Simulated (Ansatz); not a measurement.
C6H6 (SMILES C=C1C=CC=C1): geometry of the low-spin state from B3LYP-D3(BJ)/def2-TZVP.
(charge 0, multiplicity 1):
```json
[
 {"atom": "C", "x (Å)": "2.0625", "y (Å)": "-0.0513", "z (Å)": "0.3675"},
 {"atom": "C", "x (Å)": "0.7463", "y (Å)": "-0.0186", "z (Å)": "0.1330"},
 {"atom": "C", "x (Å)": "-0.1560", "y (Å)": "-1.1718", "z (Å)": "-0.0023"},
 {"atom": "C", "x (Å)": "-1.3984", "y (Å)": "-0.7013", "z (Å)": "-0.2332"},
 {"atom": "C", "x (Å)": "-1.3573", "y (Å)": "0.7699", "z (Å)": "-0.2578"},
 {"atom": "C", "x (Å)": "-0.0905", "y (Å)": "1.1780", "z (Å)": "-0.0416"},
 {"atom": "H", "x (Å)": "2.6436", "y (Å)": "0.8585", "z (Å)": "0.4510"},
 {"atom": "H", "x (Å)": "2.5921", "y (Å)": "-0.9888", "z (Å)": "0.4819"},
 {"atom": "H", "x (Å)": "0.1545", "y (Å)": "-2.2022", "z (Å)": "0.0752"},
 {"atom": "H", "x (Å)": "-2.2914", "y (Å)": "-1.2910", "z (Å)": "-0.3790"},
 {"atom": "H", "x (Å)": "-2.2162", "y (Å)": "1.4032", "z (Å)": "-0.4241"},
 {"atom": "H", "x (Å)": "0.2770", "y (Å)": "2.1914", "z (Å)": "0.0016"}
]
```
The high-spin state stands at its own minimum; R- takes a restricted low-spin state.

Codes used: Ansatz (an electronic-structure program) with Gaussian orbitals. Values without a source in brackets are computed.

The gap E(multiplicity 1) − E(multiplicity 3) (kcal/mol) and the share of exact exchange:

```
functional           exact exchange (%)   value
-------------------  ------------------  ------
R-PBE/def2-TZVPP                      0  -36.33
R-PBE0/def2-TZVPP                    25  -33.21
R-B3LYP/def2-TZVPP                   20  -35.62
R-BHLYP/def2-TZVPP                   50  -31.26
R-r2SCAN/def2-TZVPP                   0  -29.89
```

Q: Take the value as linear in the share of exact exchange along PBE and PBE0. Give the slope, say whether the sign turns, and set the other functionals against that line.

A: 
Slope: (-33.21 − (-36.33))/2.5 = 1.25 kcal/mol for each 10 %. The line keeps its sign from 0 to 100 %. At 50 % it gives -30.1 kcal/mol. From B3LYP to BHLYP the slope is (-31.26 − (-35.62))/3 = 1.45 for each 10 %. BHLYP, at 50 %, lies -1.2 from the PBE line. B3LYP, at 20 %, lies -1.8 from the PBE line. r2SCAN, with none, stands 6.4 from PBE.
